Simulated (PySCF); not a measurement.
CH5AlIN.
Cartesian coordinates in Å at the PBE0-D3(BJ)/def2-SVP level; atoms count from 1:
```xyz
9
CH5AlIN angstrom
C     -1.3320   -0.1814   -0.2254
N      0.0707   -0.4889   -0.0658
Al     1.4058    0.6163    0.2853
I      3.6553   -0.4020    0.4984
H     -1.9659   -0.6972    0.5187
H     -1.7141   -0.4506   -1.2268
H     -1.5027    0.8991   -0.0963
H      0.2688   -1.4794   -0.1763
H      1.1719    2.1667    0.4546
```

Computed with PySCF 2.14.0, PBE0-D3(BJ)/def2-SVP geometry optimisation, gas phase, def2 core potentials past Kr.

Take the most abundant isotopes and a rigid rotor. The values belong to one conformer with, in the numbering `[CH3:1][NH:2][AlH:3][I:4]`, C1–N2–Al3–I4 179°.

(1) Give the principal moments of inertia and the rotational constants in MHz.

(2) Classify the top.

(3) What does the inertial defect say?

(4) Give the other two planar moments, Paa and Pbb, and the rms extents of the mass along the axes.

(5) Which lines would a microwave search look for?

(6) Estimate the classical rotational partition function at 200 K, 298.15 K and 500 K.

## Answers

(1) Ia = 30.88, Ib = 535.16, Ic = 562.84 u·Å²; 505379 MHz·u·Å²/I gives A = 16364, B = 944.4, C = 897.9 MHz.

(2) A near-prolate asymmetric top; Ray's κ = -0.994.

(3) Not planar: Δ = Ic − Ia − Ib = -3.20 u·Å². For a rigid frame Δ = −2 Σ m c², so Σ m c² = 1.60 u·Å² lies off the ab plane, practically all of it from hydrogen. The atom farthest from that plane is 0.90 Å away.

(4) Paa = Σ m a² = (Ib + Ic − Ia)/2 = 533.56 and Pbb = Σ m b² = (Ia + Ic − Ib)/2 = 29.28 u·Å². With the mass M = 184.93 u, the rms extents √(P/M) along a, b and c are 1.70, 0.40, 0.09 Å.

(5) The dipole components are |μa| = 2.24 D, |μb| = 0.64 D, |μc| = 0.00 D; the mirror of this Cs structure is the ab plane, so μc vanishes by symmetry (the 0.01 D computed is a residue) and there are no c-type lines. Intensities carry the squares of the components, which stand as 1.00 : 0.08 (a : b). Some lines, for components of 0.1 D or more:

```
type  branch         J(Ka,Kc)    MHz  lower level (cm⁻¹)
   a       R  1(0,1) ← 0(0,0)   1842               0.000
   a       R  2(1,2) ← 1(1,1)   3638               0.576
   a       R  2(0,2) ← 1(0,1)   3684               0.061
   a       R  2(1,1) ← 1(1,0)   3731               0.577
   a       R  3(1,3) ← 2(1,2)   5457               0.697
   a       R  3(0,3) ← 2(0,2)   5526               0.184
   a       R  3(2,2) ← 2(2,1)   5527               2.245
   a       R  3(1,2) ← 2(1,1)   5596               0.702
   b       Q  1(1,0) ← 1(0,1)  15466               0.061
   b       Q  2(1,1) ← 2(0,2)  15512               0.184
   b       Q  3(1,2) ← 3(0,3)  15582               0.369
   b       R  1(1,1) ← 0(0,0)  17262               0.000
   b       R  2(1,2) ← 1(0,1)  19057               0.061
   b       R  3(1,3) ← 2(0,2)  20830               0.184
   b       Q  2(2,0) ← 2(1,1)  46258               0.702
   b       Q  2(2,1) ← 2(1,2)  46397               0.697
   b       R  2(2,0) ← 1(1,1)  50035               0.576
   b       R  3(2,2) ← 2(1,1)  51785               0.702
   b       R  3(2,1) ← 2(1,2)  51924               0.697
   b       Q  3(3,0) ← 3(2,1)  77212               2.429
   b       Q  3(3,1) ← 3(2,2)  77212               2.429
   b       R  3(3,1) ← 2(2,0)  82739               2.245
```

(6) Point group Cs, symmetry number σ = 1; q = (√π/σ)·√((kT/h)³/(ABC)), k/h = 20836.6 MHz/K: 128000 at 200 K, 233000 at 298.15 K, 506000 at 500 K.

No PBE0-D3(BJ)/def2-SVP frequencies stand behind this structure, so it isn't proved a minimum. These are rigid-rotor constants of the computed structure; measured ground-state constants (B0) also hold zero-point vibration. A rigid rotor knows nothing of internal rotation, which can split or shift real lines. Quadrupole hyperfine structure (14N, 27Al, 127I) is left out.
